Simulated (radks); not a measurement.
The numbers below are computed, except where a source is named.
Q: Numerical settings for neutral boron, [He] 2s2 2p1. Code: a radial shooting solver on a logarithmic mesh with Libxc functionals. Model: Dirac Kohn-Sham, PBEsol, spin-unpolarised, spherical densities, point nucleus; open shells fill j = l - 1/2 first. The defaults (mesh step 0.008 in ln r, mesh end at 40 bohr or more with all orbitals vanishing there, Anderson mixing 0.5 over 9 steps, residual threshold near 1e-9 with the energy settled to 1e-9 hartree or 1e-11 of itself, here a cap of 98 iterations) give E = -24.4698 hartree and 2p1/2 at -3.556 eV in 13 iterations. Run on one thread of a shared host, so times are rough (Arm Neoverse V2): 0.04 s of CPU time, 0.04 s wall, 13 iterations on 2496 mesh points. One setting is changed at a time: mesh step in ln r 0.003; mesh step in ln r 0.05; mesh step in ln r 0.08; mesh end (bohr) 3; mesh end (bohr) 12; residual threshold 1e-16; residual threshold 0.1; mixing 1; linear mixing, mixing 0.05; linear mixing, mixing 0.8; mixing history 3; iteration cap 3. Which runs fail to converge, and which converge to a wrong energy?

A: Not converged within the cap: residual threshold 1e-16; linear mixing, mixing 0.05; iteration cap 3. Settled on a wrong energy, with an occupied level pushed above zero by the early mesh end: mesh end (bohr) 3 (+0.58 hartree). Apart from these: no run marked as converged misses the energy by more than 1 mhartree.
